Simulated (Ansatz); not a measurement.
C₉H₂₀N, that is N-butyl-N-methylpyrrolidinium with one electron more. Total charge 0; doublet. Geometry r2SCAN-D4/def2-SVP, that of the charge +1 singlet; atoms count from 1.

```xyz
30

C    -3.5421    1.8320   -1.2009
C    -2.0221    1.8544   -1.1009
C    -1.4786    0.7210   -0.2237
C     0.0335    0.8022   -0.1237
N     0.7093   -0.3589    0.5823
C     0.0931   -0.5969    1.9233
C     2.2025   -0.0518    0.7544
C     2.9068   -1.3685    0.4896
C     2.0971   -1.9222   -0.6815
C     0.6591   -1.6461   -0.2638
H    -3.9017    0.8869   -1.6383
H    -3.9059    2.6521   -1.8365
H    -4.0115    1.9451   -0.2108
H    -1.5765    1.7788   -2.1091
H    -1.6871    2.8240   -0.6902
H    -1.7929   -0.2490   -0.6502
H    -1.9378    0.7929    0.7769
H     0.3416    1.7082    0.4233
H     0.4933    0.8454   -1.1245
H     0.0653    0.3502    2.4783
H     0.7030   -1.3316    2.4644
H    -0.9236   -0.9862    1.7942
H     2.4645    0.6925   -0.0118
H     2.3574    0.3919    1.7474
H     2.8528   -2.0370    1.3654
H     3.9705   -1.2156    0.2574
H     2.3466   -1.3829   -1.6101
H     2.2599   -2.9934   -0.8679
H     0.2650   -2.4424    0.3821
H    -0.0412   -1.4952   -1.0949
```

Estimate the Mulliken populations of the heavy atoms from the PBE0/def2-TZVP orbitals of Ansatz.


| atom | charge (e) | spin (α − β) |
| --- | --- | --- |
| C1 | -0.36 | 0.00 |
| C2 | -0.16 | -0.02 |
| C3 | -0.18 | -0.07 |
| C4 | 0.04 | -0.27 |
| N5 | 0.21 | 0.05 |
| C6 | -0.01 | -0.38 |
| C7 | -0.03 | -0.17 |
| C8 | -0.08 | -0.11 |
| C9 | 0.01 | -0.19 |
| C10 | 0.01 | -0.22 |
Mulliken values depend strongly on the basis.

Where does the spin sit?

Summed by element: C -1.44, N 0.05, H 2.39, of 1 unpaired in all. Largest on single atoms: C6 -0.38, H19 0.29, C4 -0.27.

And the Mayer bond orders between heavy atoms (over 0.3)?

C1–C2 1.01 (1.52 Å); C2–C3 1.02 (1.53 Å); C3–C4 1.04 (1.52 Å); C4–N5 0.88 (1.52 Å); N5–C6 0.87 (1.49 Å); N5–C7 0.86 (1.53 Å); N5–C10 0.85 (1.54 Å); C7–C8 1.08 (1.52 Å); C8–C9 1.05 (1.53 Å); C9–C10 1.13 (1.52 Å).
